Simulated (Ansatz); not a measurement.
Geometry optimisation, Ansatz 0.2.0, RKS PBE-D4/6-31G*.

Input:

```yaml
crystal:
  periodic: [false, false, false]
  atoms:
    - { symbol: C, position_ang: [0.82833, 1.20529, -0.4238] }
    - { symbol: C, position_ang: [0.65658, -0.06317, -0.05002] }
    - { symbol: Na, position_ang: [2.52083, -1.43154, 0.14957] }
    - { symbol: Si, position_ang: [-1.0885, -0.65247, 0.29439] }
    - { symbol: H, position_ang: [1.8026, 1.63296, -0.64564] }
    - { symbol: H, position_ang: [0.01315, 1.92327, -0.54021] }
    - { symbol: H, position_ang: [-1.98231, -0.60352, -0.87039] }
    - { symbol: H, position_ang: [-0.97654, -2.07718, 0.70989] }
    - { symbol: H, position_ang: [-1.77415, 0.06638, 1.37621] }
basis:
  gaussian: { orbitals: "6-31G*" }
hamiltonian:
  xc: pbe
  dispersion: d4
relax:
  f_tol: 0.015
  max_steps: 40
```

Launched with:

```bash
$ ansatz run input.yaml --threads 1 --pin off --max-ram 2048MiB --backend cpu --events-out ev --progress --plain --runs-dir out
```

Task: Where does it end, and by what steps?

Result: The forces met the threshold. After 18 steps the energy has fallen by 0.179 eV; H7 moved furthest, 0.96 Å.

```
step  energy less start (eV)  largest force component (eV/Å)  accepted
   0                  0.0000                           1.164       yes
   1                 -0.0800                           0.343       yes
   2                 -0.0881                           0.085       yes
   3                 -0.0882                           0.089       yes
   4                 -0.0895                           0.044       yes
   5                 -0.0904                           0.141       yes
   6                 -0.0931                           0.109       yes
   7                 -0.0999                           0.139       yes
   8                 -0.1038                           0.389       yes
   9                 -0.1458                           0.217       yes
  10                 -0.1642                           0.120       yes
  11                 -0.1687                           0.217       yes
  12                 -0.1564                           0.543        no
  13                 -0.1768                           0.062       yes
  14                 -0.1767                           0.137        no
  15                 -0.1781                           0.034       yes
  16                 -0.1786                           0.027       yes
  17                 -0.1787                           0.021       yes
  18                 -0.1788                           0.010       yes
```

```xyz
9
Properties=species:S:1:pos:R:3
C 0.882 1.284 -0.217
C 0.638 -0.046 -0.193
Na 2.220 -1.635 -0.729
Si -1.042 -0.666 0.288
H 1.858 1.721 -0.494
H 0.125 2.055 0.041
H -1.649 -1.507 -0.813
H -0.960 -1.598 1.476
H -2.071 0.393 0.641
```

Whether the end is a true minimum wasn't checked by a vibrational analysis.

Run time: 56 s on 1 thread of Arm Neoverse V2 (shared host), peak memory 0.13 GiB.
